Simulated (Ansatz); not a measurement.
Computed with Ansatz on PBE0-D4/def2-TZVP structures; ΔE is electronic, products minus reactants. CCSD(T)/CBS is the MP2 limit (def2-TZVPP, def2-QZVPP) plus CCSD(T) − MP2 in def2-TZVPP, frozen cores. This one scheme is used for every species. DFT in def2-TZVPP. HSE06 is defined as in plane-wave codes. Each species was taken in one conformer, which may not be the lowest.

`C=C[SiH2]N[SiH3]` + `O[SiH2]F` → `C=C[SiH2]O[SiH2]F` + `N[SiH3]`  (ligand exchange at the Si–N bond)

Is it downhill or uphill in electronic energy at CCSD(T)/CBS, and by how much? (Estimate.)

Computed: Downhill: ΔE = -11.3 kcal/mol.

What do these levels give: LDA (SPW92), PBE-D4, revPBE-D4, B97M-V, PBE0-D4, HSE06-D4, ωB97M-V, revPBE, BLYP, r2SCAN, CCSD(T)/def2-SVP, CCSD(T)/def2-TZVPP? (Best estimate.)

Computed: LDA (SPW92) -9.6, PBE-D4 -9.9, revPBE-D4 -9.6, B97M-V -12.3, PBE0-D4 -10.6, HSE06-D4 -10.5, ωB97M-V -11.3, revPBE -10.3, BLYP -12.1, r2SCAN -11.8, CCSD(T)/def2-SVP -10.7, CCSD(T)/def2-TZVPP -11.2 kcal/mol.

What do rigid-rotor, harmonic-oscillator terms from PBE0-D4/def2-TZVP frequencies (298.15 K, 1 bar) make of the CCSD(T)/CBS value? (An estimate is asked.)

Computed: ΔZPE = +0.1 kcal/mol, ΔH = -11.0 kcal/mol, ΔS = 7 J/(mol·K), ΔG = -11.5 kcal/mol. Modes under 50 cm⁻¹ make the entropy rough.

Largest T1 diagnostic among the species: 0.012.

From BLYP to BHLYP (50 % exact exchange), in def2-TZVPP and without D4, ΔE moves by −1.2 kcal/mol. In def2-TZVPP, CCSD(T) changes the Hartree–Fock value by +3.4 kcal/mol (the triples alone add +0.6 kcal/mol) and MP2 by +3.8 kcal/mol.
